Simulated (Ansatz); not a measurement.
Species: 2-methylpropane-1-selenol, C4H10Se, charge 0, multiplicity 1. 
Structure (B3LYP-D3(BJ)/def2-TZVP (Ansatz, an electronic-structure program) minimum search):
```xyz
15

C     -1.4468     2.4066     0.5322
C     -1.0910     0.9876     0.0802
C     -1.9403    -0.0466     0.8189
C      0.4042     0.7538     0.2765
Se     0.9649    -1.0151    -0.4362
H     -2.5061     2.6113     0.3655
H     -1.2464     2.5367     1.5990
H     -0.8692     3.1559    -0.0125
H     -1.3038     0.9071    -0.9908
H     -1.7329    -0.0199     1.8920
H     -1.7451    -1.0614     0.4686
H     -3.0035     0.1543     0.6771
H      0.6646     0.7884     1.3342
H      0.9832     1.5048    -0.2562
H      2.3949    -0.6741    -0.4922
```
Charge 0, spin multiplicity 1.

Total electronic energies in hartree. Correlated levels leave the core frozen unless marked. No spin-orbit coupling. The frozen core is the preceding noble-gas configuration, with the filled d and f shells of earlier blocks. No relativistic terms. CBS marks a two-point X^-3 extrapolation of the correlation energy; Hartree-Fock from the larger set.

```tsv
level	program	energy (Eh)
HF/aug-cc-pVTZ	Ansatz	-2557.23710
BHLYP-D3(BJ)/def2-TZVPD	Ansatz + dftd3	-2559.95488
B2PLYP-D4/def2-TZVPD	Ansatz + dftd4	-2559.48609
MP2/STO-3G	Ansatz	-2529.24630
MP2/cc-pVDZ	Ansatz	-2557.81797
SCS-MP2/6-31G	Ansatz	-2557.13835
SCS-MP2/aug-cc-pVDZ	Ansatz	-2557.86083
CCSD(T)/cc-pVDZ	Ansatz	-2557.91186
CCSD(T)/CBS(cc-pVTZ,cc-pVQZ)	Ansatz	-2558.3063
```

Totals of different functionals don't rank their quality; only differences between species are comparable.
